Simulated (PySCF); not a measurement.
def2 core potentials replace the inner electrons of Sn.

Delta-SCF ions had no search for a lower state. 

Cartesian coordinates (Å):
SMILES: C=C[CH2][Sn]([O]C)([O]C)[O]C
```xyz
24

C      3.2176     1.4503     0.0929
C      2.3574     0.7811    -0.6806
C      1.8674    -0.5994    -0.4205
Sn    -0.1830    -0.5172     0.2330
O     -1.1533     0.5438    -1.1341
C     -2.5397     0.7252    -1.0400
O     -0.4907     0.3153     1.9971
C     -0.3617     1.7023     2.1585
O     -1.1261    -2.2457     0.4382
C     -1.2599    -3.1067    -0.6562
H      3.5224     2.4702    -0.1524
H      3.6478     1.0024     0.9946
H      1.9456     1.2756    -1.5687
H      1.8621    -1.2231    -1.3273
H      2.4375    -1.1145     0.3662
H     -2.8977     1.2026    -1.9679
H     -2.8280     1.3813    -0.1963
H     -3.0934    -0.2256    -0.9196
H     -0.7951     1.9804     3.1340
H     -0.8944     2.2837     1.3817
H      0.6936     2.0352     2.1540
H     -1.8012    -2.6486    -1.5070
H     -0.2891    -3.4781    -1.0424
H     -1.8380    -3.9903    -0.3372
```
Charge 0, spin multiplicity 1.

Predict the vertical ionisation energy (Delta-SCF), total energy and HOMO–LUMO gap from PySCF with PBE0-D3(BJ)/def2-SVP.


vertical ionisation energy (Delta-SCF): 8.66 eV
total energy: -676.1479 Ha
HOMO–LUMO gap: 6.14 eV
